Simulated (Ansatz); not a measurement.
```yaml
crystal:
  periodic: [false, false, false]
  atoms:
    - {symbol: Si, position_ang: [0.016568, 0.927382, -1.259855]}
    - {symbol: S, position_ang: [1.387642, -0.645274, -0.808110]}
    - {symbol: Al, position_ang: [0.591740, -1.445270, 1.058161]}
    - {symbol: S, position_ang: [-1.076372, -0.559677, 2.145539]}
    - {symbol: H, position_ang: [0.508447, 1.572919, -2.499931]}
    - {symbol: H, position_ang: [-0.034349, 1.933901, -0.166453]}
    - {symbol: H, position_ang: [-1.355401, 0.401995, -1.476258]}
    - {symbol: H, position_ang: [1.260711, -2.738047, 1.652927]}
    - {symbol: H, position_ang: [-1.210486, 0.505771, 1.336882]}
basis:
  gaussian: {orbitals: def2-TZVP, nuclear_model: gaussian}
magnetization: {spin_polarized: true, initial_magnetization: 1}
hamiltonian: {xc: {name: B2GP-PLYP}}
output: {forces: true}
```

```sh
$ ansatz run in.yaml --threads 2 --pin off --events-out ev --progress --plain --max-ram 4352MiB
```

It prints (some lines left out):

```
Error: a molecule whose nuclei and cores have a total charge of 64 cannot have a net charge of 0 together with 1 unpaired electrons
```

What is wrong with this run?

The number of unpaired electrons doesn't fit the electron count. The input was rejected before any iteration.
